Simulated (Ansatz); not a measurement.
A nudged elastic band was laid between two geometries of BF2H2N + H2Se (9 atoms, charge 0, multiplicity 1).

Method: Ansatz 0.2.0, RKS B3LYP-D4/def2-SVP.

```
movable images  : 5
climbing image  : yes
spring          : 5.0 eV/Å²
optimiser       : quadratic models (default)
start path      : through a guess of the saddle point
force threshold : 0.03 eV/Å
iteration limit : 60
end points      : relaxed
```

First end point:

```xyz
9
Properties=species:S:1:pos:R:3
B 0.022 0.452 -1.059
N 1.238 -0.017 -0.550
F -0.964 -0.394 -1.360
F -0.193 1.750 -1.253
H -0.108 -0.209 1.678
Se -1.443 -0.347 2.291
H 2.009 0.600 -0.329
H 1.432 -1.003 -0.431
H -1.994 -0.834 1.013
```

Last end point:

```xyz
9
Properties=species:S:1:pos:R:3
B -0.975 0.519 -0.493
N 1.869 -0.352 0.151
F -0.980 -0.484 -1.355
F -0.436 1.668 -0.864
H 1.295 -0.377 0.993
Se -1.824 0.396 1.261
H 1.842 0.599 -0.212
H 1.429 -0.958 -0.541
H -2.220 -1.011 1.061
```

**Question.** Which bonds break or form, and what moves?

**Answer.** Bonds broken: B1–N2, H5–Se6. Bonds formed: B1–Se6, N2–H5. BF2H2N + H2Se becomes BF2HSe + H3N.

**Question.** What energy profile does the band end with?

**Answer.** The run converged. The highest image is number 5 of 0 to 6, 0.79 eV above the first end and 0.09 eV above the last; the last end lies 0.70 eV above the first. The profile has 2 maxima (images 2, 5) with wells between them (image 4): this band takes more than one step, which may be the mechanism or a detour left from its start path. A vibrational analysis at the climbing image gives one clearly imaginary mode, 621i cm⁻¹: a first-order saddle point. The orbitals stay closed-shell, which can raise the energy where a bond breaks towards radicals; this wasn't checked here.

```json
{"image": "0", "path coordinate (Å)": "0.00", "energy (eV)": "0.00", "B1–N2 (Å)": "1.40", "H5–Se6 (Å)": "1.48", "B1–Se6 (Å)": "3.74"}
{"image": "1", "path coordinate (Å)": "0.72", "energy (eV)": "0.03", "B1–N2 (Å)": "1.40", "H5–Se6 (Å)": "1.48", "B1–Se6 (Å)": "3.44"}
{"image": "2", "path coordinate (Å)": "1.44", "energy (eV)": "0.54", "B1–N2 (Å)": "1.44", "H5–Se6 (Å)": "1.55", "B1–Se6 (Å)": "2.78"}
{"image": "3", "path coordinate (Å)": "2.15", "energy (eV)": "0.46", "B1–N2 (Å)": "1.61", "H5–Se6 (Å)": "2.09", "B1–Se6 (Å)": "2.30"}
{"image": "4", "path coordinate (Å)": "2.87", "energy (eV)": "0.00", "B1–N2 (Å)": "1.69", "H5–Se6 (Å)": "2.81", "B1–Se6 (Å)": "2.07"}
{"image": "5", "path coordinate (Å)": "3.59", "energy (eV)": "0.79", "B1–N2 (Å)": "2.58", "H5–Se6 (Å)": "3.04", "B1–Se6 (Å)": "1.97"}
{"image": "6", "path coordinate (Å)": "4.01", "energy (eV)": "0.70", "B1–N2 (Å)": "3.04", "H5–Se6 (Å)": "3.23", "B1–Se6 (Å)": "1.95"}
```

**Question.** What is the geometry of the highest image?

**Answer.** 
```xyz
9
Properties=species:S:1:pos:R:3:forces:R:3
B -0.811 0.487 -0.478 0.01 0.00 0.00
N 1.572 -0.289 0.117 -0.01 0.01 0.02
F -0.920 -0.487 -1.375 -0.01 -0.01 -0.01
F -0.348 1.667 -0.877 0.00 0.01 0.00
H 1.188 -0.394 1.043 0.00 -0.01 0.00
Se -1.735 0.393 1.262 0.00 0.00 0.01
H 1.802 0.639 -0.202 0.01 0.00 -0.01
H 1.375 -0.998 -0.571 0.00 0.00 0.00
H -2.123 -1.018 1.081 0.00 0.00 0.00
```

The run took 2.1 min on 2 threads of Intel(R) Xeon(R) 6975P-C (Granite Rapids) (shared host), peak memory 0.27 GiB.
